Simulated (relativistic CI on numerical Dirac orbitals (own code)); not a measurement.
## W⁶⁴⁺: computed level list

Method of calculation: Dirac-Coulomb-Breit CI, separate exchange-only KLI orbitals for each configuration, a model potential for QED, unscaled Slater integrals (own radial code, finite nucleus).

CI space (outside the closed core 1s2): 2s2 2p6, 2s2 2p5 3s, 2s2 2p5 3p, 2s2 2p5 3d, 2s 2p6 3s, 2s 2p6 3p, 2s 2p6 3d, 2s2 2p5 4s, 2s2 2p5 4p, 2s2 2p5 4d, 2s2 2p5 4f, 2s2 2p4 3s2, 2s2 2p4 3s 3p, 2s 2p6 4s, 2s2 2p5 5s, 2s 2p6 4p, 2s2 2p5 5p, 2s2 2p4 3s 3d, 2s2 2p5 5d, 2s2 2p4 3p2, 2s2 2p5 5f, 2s 2p6 4d, 2s2 2p5 5g, 2s 2p6 4f, 2s2 2p4 3p 3d, 2s 2p5 3s2, 2s2 2p4 3d2, 2s 2p5 3s 3p, 2s 2p5 3s 3d, 2s 2p5 3p2, 2s 2p6 5s, 2s 2p6 5p, 2s 2p5 3p 3d, 2s 2p6 5d, 2s 2p6 5f, 2s 2p6 5g. Levels of other configurations are missing.

```csv
No.,Configuration,Term,J,E (eV),%,Next component (%),Lifetime (s),jj configuration (%)
1,2s2 2p6,1S,0,0.0,100,,,closed (100)
2,2s2 2p5 3s,3P°,2,8295.7,100,,2.35e-10,2p3/2^3 3s (100)
3,2s2 2p5 3s,1P°,1,8304.3,66,34 3P°,6.44e-15,2p3/2^3 3s (100)
4,2s2 2p5 3p,3P,1,8444.7,49,32 3S,1.56e-11,2p3/2^3 3p1/2 (100)
5,2s2 2p5 3p,3D,2,8446.4,50,33 1D,1.05e-12,2p3/2^3 3p1/2 (100)
6,2s2 2p5 3p,3D,3,8823.9,100,,6.04e-13,2p3/2^3 3p3/2 (100)
7,2s2 2p5 3p,1P,1,8824.3,56,36 3S,6.34e-13,2p3/2^3 3p3/2 (100)
8,2s2 2p5 3p,3P,2,8837.0,67,33 1D,3.75e-13,2p3/2^3 3p3/2 (100)
9,2s2 2p5 3p,1S,0,8894.1,62,38 3P,4.13e-13,2p3/2^3 3p3/2 (100)
10,2s2 2p5 3d,3P°,0,8983.2,100,,8.16e-13,2p3/2^3 3d3/2 (100)
11,2s2 2p5 3d,3P°,1,8993.2,66,33 3D°,1.20e-14,2p3/2^3 3d3/2 (97)
12,2s2 2p5 3d,3F°,3,8994.0,54,39 1F°,7.76e-13,2p3/2^3 3d3/2 (100)
13,2s2 2p5 3d,3D°,2,9002.2,54,18 3F°,7.39e-13,2p3/2^3 3d3/2 (100)
14,2s2 2p5 3d,3F°,4,9077.4,100,,6.38e-12,2p3/2^3 3d5/2 (100)
15,2s2 2p5 3d,1D°,2,9084.6,49,41 3P°,3.51e-12,2p3/2^3 3d5/2 (100)
16,2s2 2p5 3d,3D°,3,9094.7,71,27 1F°,5.82e-12,2p3/2^3 3d5/2 (100)
17,2s2 2p5 3d,1P°,1,9124.0,63,19 3P°,3.58e-16,2p3/2^3 3d5/2 (97)
18,2s2 2p5 3s,3P°,0,9682.9,100,,3.06e-11,2p1/2 2p3/2^4 3s (100)
19,2s2 2p5 3s,3P°,1,9686.3,66,34 1P°,2.55e-14,2p1/2 2p3/2^4 3s (100)
20,2s2 2p5 3p,3D,1,9827.9,74,23 1P,1.54e-11,2p1/2 2p3/2^4 3p1/2 (100)
21,2s2 2p5 3p,3P,0,9876.6,62,37 1S,3.11e-12,2p1/2 2p3/2^4 3p1/2 (100)
22,2s 2p6 3s,3S,1,10159.9,86,7 2s2 2p5 3p 3P,4.98e-14,2s 3s (86)
23,2s 2p6 3s,1S,0,10202.3,100,,4.71e-14,2s 3s (100)
24,2s2 2p5 3p,3D,2,10215.5,50,34 1D,3.57e-13,2p1/2 2p3/2^4 3p3/2 (100)
25,2s2 2p5 3p,3P,1,10223.0,43,26 3S,1.95e-13,2p1/2 2p3/2^4 3p3/2 (86)
26,2s 2p6 3p,3P°,1,10318.2,65,32 1P°,1.44e-15,2s 3p1/2 (97)
27,2s 2p6 3p,3P°,0,10320.0,100,,4.40e-14,2s 3p1/2 (100)
28,2s2 2p5 3d,3F°,2,10380.8,74,20 1D°,7.41e-13,2p1/2 2p3/2^4 3d3/2 (100)
29,2s2 2p5 3d,3D°,1,10407.2,48,34 1P°,6.82e-16,2p1/2 2p3/2^4 3d3/2 (97)
30,2s2 2p5 3d,3P°,2,10470.9,47,36 3D°,3.31e-12,2p1/2 2p3/2^4 3d5/2 (100)
31,2s2 2p5 3d,3F°,3,10474.4,44,34 1F°,5.21e-12,2p1/2 2p3/2^4 3d5/2 (100)
32,2s 2p6 3p,3P°,2,10701.3,100,,4.09e-14,2s 3p3/2 (100)
33,2s 2p6 3p,1P°,1,10707.3,68,32 3P°,2.12e-15,2s 3p3/2 (100)
34,2s 2p6 3d,3D,1,10865.7,100,,4.50e-14,2s 3d3/2 (100)
35,2s 2p6 3d,3D,2,10871.0,70,30 1D,3.49e-14,2s 3d3/2 (99)
36,2s 2p6 3d,3D,3,10952.9,100,,4.45e-14,2s 3d5/2 (100)
37,2s 2p6 3d,1D,2,10968.3,70,30 3D,2.99e-14,2s 3d5/2 (99)
38,2s2 2p5 4s,3P°,2,11620.3,100,,1.49e-14,2p3/2^3 4s (100)
39,2s2 2p5 4s,1P°,1,11623.2,67,33 3P°,8.22e-15,2p3/2^3 4s (100)
40,2s2 2p5 4p,3P,1,11681.8,50,31 3S,1.21e-14,2p3/2^3 4p1/2 (100)
41,2s2 2p5 4p,3D,2,11682.4,50,33 1D,1.20e-14,2p3/2^3 4p1/2 (100)
42,2s2 2p5 4p,3D,3,11837.6,100,,1.92e-14,2p3/2^3 4p3/2 (100)
43,2s2 2p5 4p,1P,1,11837.9,56,36 3S,1.91e-14,2p3/2^3 4p3/2 (100)
44,2s2 2p5 4p,3P,2,11842.4,67,33 1D,1.93e-14,2p3/2^3 4p3/2 (100)
45,2s2 2p5 4p,1S,0,11861.6,65,34 3P,2.00e-14,2p3/2^3 4p3/2 (100)
46,2s2 2p5 4d,3P°,0,11898.4,100,,8.20e-15,2p3/2^3 4d3/2 (100)
47,2s2 2p5 4d,3P°,1,11902.0,64,34 3D°,6.47e-15,2p3/2^3 4d3/2 (98)
48,2s2 2p5 4d,3F°,3,11902.1,54,40 1F°,8.23e-15,2p3/2^3 4d3/2 (100)
49,2s2 2p5 4d,3D°,2,11905.0,54,18 3F°,8.26e-15,2p3/2^3 4d3/2 (100)
50,2s2 2p5 4d,3F°,4,11938.4,100,,7.92e-15,2p3/2^3 4d5/2 (100)
51,2s2 2p5 4d,1D°,2,11941.1,48,41 3P°,7.92e-15,2p3/2^3 4d5/2 (100)
52,2s2 2p5 4d,3D°,3,11944.7,71,27 1F°,7.97e-15,2p3/2^3 4d5/2 (100)
53,2s2 2p5 4d,1P°,1,11955.0,64,20 3P°,8.77e-16,2p3/2^3 4d5/2 (98)
54,2s2 2p5 4f,3D,1,11974.0,100,,3.74e-15,2p3/2^3 4f5/2 (100)
55,2s2 2p5 4f,3G,4,11974.3,53,44 1G,3.84e-15,2p3/2^3 4f5/2 (100)
56,2s2 2p5 4f,3F,2,11976.4,48,46 3D,3.78e-15,2p3/2^3 4f5/2 (99)
57,2s2 2p5 4f,3F,3,11977.5,51,23 3G,3.83e-15,2p3/2^3 4f5/2 (100)
58,2s2 2p5 4f,3G,5,11991.1,100,,3.94e-15,2p3/2^3 4f7/2 (100)
59,2s2 2p5 4f,1D,2,11992.8,61,32 3D,3.83e-15,2p3/2^3 4f7/2 (99)
60,2s2 2p5 4f,1F,3,11993.7,44,40 3D,3.90e-15,2p3/2^3 4f7/2 (100)
61,2s2 2p5 4f,3F,4,11994.7,72,22 1G,3.95e-15,2p3/2^3 4f7/2 (100)
62,2s2 2p5 4s,3P°,0,13009.1,100,,1.48e-14,2p1/2 2p3/2^4 4s (100)
63,2s2 2p5 4s,3P°,1,13010.0,67,33 1P°,1.15e-14,2p1/2 2p3/2^4 4s (100)
64,2s2 2p5 4p,3D,1,13069.0,74,22 1P,1.19e-14,2p1/2 2p3/2^4 4p1/2 (100)
65,2s2 2p5 4p,3P,0,13084.4,65,34 1S,1.23e-14,2p1/2 2p3/2^4 4p1/2 (99)
66,2s2 2p5 5s,3P°,2,13102.6,100,,1.83e-14,2p3/2^3 5s (100)
67,2s2 2p5 5s,1P°,1,13103.9,67,33 3P°,1.16e-14,2p3/2^3 5s (100)
68,2s2 2p5 5p,3P,1,13133.4,50,31 3S,1.49e-14,2p3/2^3 5p1/2 (100)
69,2s2 2p5 5p,3D,2,13133.7,50,33 1D,1.49e-14,2p3/2^3 5p1/2 (100)
70,2s2 2p5 5p,1P,1,13211.7,56,35 3S,2.17e-14,2p3/2^3 5p3/2 (98)
```

Energies count from the lowest computed level; ° marks odd parity; lifetimes are radiative, by E1, M1, E2, M2 decay to levels of this space only. Filled j subshells are mostly left out of the jj labels.

The mean weight of the leading LS term, summed over parents, in these 70 levels is 71 %, and that of the leading jj configuration (from the same eigenvectors) 99 %, so jj coupling describes them better and the LS labels are nominal.

At this charge energies of transitions that change n are usually good to better than 1 %, and those within a shell (Δn = 0) to a few per cent.

LS names give the leading component of a level, which can be under half, so a name can repeat, a term be missing and a line seem to break the LS rules.
